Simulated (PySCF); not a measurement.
# HgO: one state, many levels of theory

State: ³Π (triplet), unpaired electrons σ ↑, π ↑. Set-up: PySCF, scalar-relativistic core potentials, basis sets Hg def2-SVPD with ECP60, O def2-SVPD. De refers to Hg + O in their high-spin ground configurations, without counterpoise correction. The functionals are run spin-unrestricted. A positive dipole means Hg(−)O(+). Levels whose curve was spin-contaminated or gave no clean fit are not listed.

| Level | Re (Å) | ωe (cm⁻¹) | De (eV) | μ (D) | CPU s a point (SCF and correlation, without the integrals) |
| --- | --- | --- | --- | --- | --- |
| PBE | 2.237 | 284 | 0.63 | -2.19 | 0.39 |
| revPBE | 2.280 | 255 | 0.464 | -2.22 | 0.28 |
| r²SCAN | 2.198 | 308 | 0.58 | -2.10 | 0.53 |
| r²SCANh | 2.205 | 296 | 0.470 | -2.09 | 0.66 |
| PBE0 | 2.242 | 262 | 0.355 | -2.14 | 0.81 |
| BHandHLYP | 2.372 | 146 | 0.094 | -1.72 | 0.42 |
| LC-ωPBE | 2.133 | 372 | 0.435 | -2.65 | 0.67 |

The bond length runs from 2.133 Å (LC-ωPBE) to 2.372 Å (BHandHLYP). De spans 0.09 eV (BHandHLYP, global hybrid GGA) to 0.63 eV (PBE, GGA).

Spin–orbit coupling is left out, which matters for elements this heavy, above all for dissociation energies. The state is the lowest determinant that a PBE0 search found; another state may lie lower at other levels.

The whole job (state search and all levels along the bond) took about 1.3 min on 1 thread of AMD EPYC 9R14 (shared host), peak memory 0.88 GiB.
